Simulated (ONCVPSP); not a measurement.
# What one change does to a pseudopotential (Ni, ONCV)

Ni, optimised norm-conserving Vanderbilt (ONCV), made with ONCVPSP 4.0.1 (PBE, scalar-relativistic). Core [Ne], reference 3s2 3p6 3d8 4s2. Waves: 3s+4s: rc 1.40 bohr, ncon 4, nbas 7, qcut 11.3 1/bohr, 2 projectors; 3p: rc 0.80 bohr, ncon 4, nbas 8, qcut 9.7 1/bohr, 2 projectors, debl 3.4 Ha; 3d: rc 1.55 bohr, ncon 4, nbas 8, qcut 11.3 1/bohr, 2 projectors, debl 0.9 Ha. Local part: polynomial inside 0.60 bohr (lpopt 5, dvloc0 0 Ha). Core correction: Teter function, fcfact 3.25, rcfact 1.3.

All-electron outer shells of the reference configuration (PBE, scalar-relativistic, ld1.x):

| shell | level (eV) | outermost node (bohr) | outermost maximum (bohr) |
| --- | --- | --- | --- |
| 2p | -844.68 | – | 0.16 |
| 3s | -111.06 | 0.30 | 0.64 |
| 3p | -71.39 | 0.27 | 0.65 |
| 3d | -8.87 | – | 0.63 |
| 4s | -5.64 | 0.92 | 2.24 |

Change: d: nproj 1.

Cutoffs: the cutoffs (Ha) at which the residual kinetic energy of the hardest occupied pseudo-wave falls to 1 and 0.1 mHa per electron; they do not see the model core or the augmentation charge, which bear on the density cutoff. Errors are all-electron minus pseudo energies relative to the spin-unpolarised reference configuration.

Problem. Predict the effect on cutoff, ghosts and configuration errors.

Solution. The potential gets neither clearly harder nor softer (47 Ha and 281 Ha → 47 Ha and 281 Ha); of the 4 tests that both files solve, the error grows in 1 and shrinks in 1 by more than 15 % and 0.3 meV (median size 11.8 → 14.0 meV); the range in which the d phases agree narrows (upper end at the end of the scan → 1.1); neither file shows a bound ghost.

| quantity | base | changed |
| --- | --- | --- |
| cutoff, loose | 47 Ha | 47 Ha |
| cutoff, tight | 281 Ha | 281 Ha |
| bound ghosts | none | none |
| GHOST(+) flags under 300 eV | s at 299.9 eV | s at 299.9 eV |
| error for 3s2 3p6 3d8 4s1, meV [ΔE 9.32 eV] | +0.7 | +0.7 |
| error for 3s2 3p6 3d8 4s0, meV [ΔE 26.67 eV] | +5.1 | +5.1 |
| error for 3s2 3p6 3d7 4s0, meV [ΔE 64.14 eV] | +18 | -23 |
| error for 3s2 3p6 3d7 4s2, meV [ΔE 16.12 eV] | +60 | +32 |
| s: phases at 1.42 bohr within 0.05 rad from the reference energy up to (Ha; the scan ends near 5) | to the end of the scan | to the end of the scan |
| p: phases at 0.81 bohr within 0.05 rad from the reference energy up to (Ha; the scan ends near 5) | to the end of the scan | to the end of the scan |
| d: phases at 1.57 bohr within 0.05 rad from the reference energy up to (Ha; the scan ends near 5) | to the end of the scan | 1.1 |
| rms error of d²Exc/dni dnj with the model core, mHa | 0.73 | 0.72 |
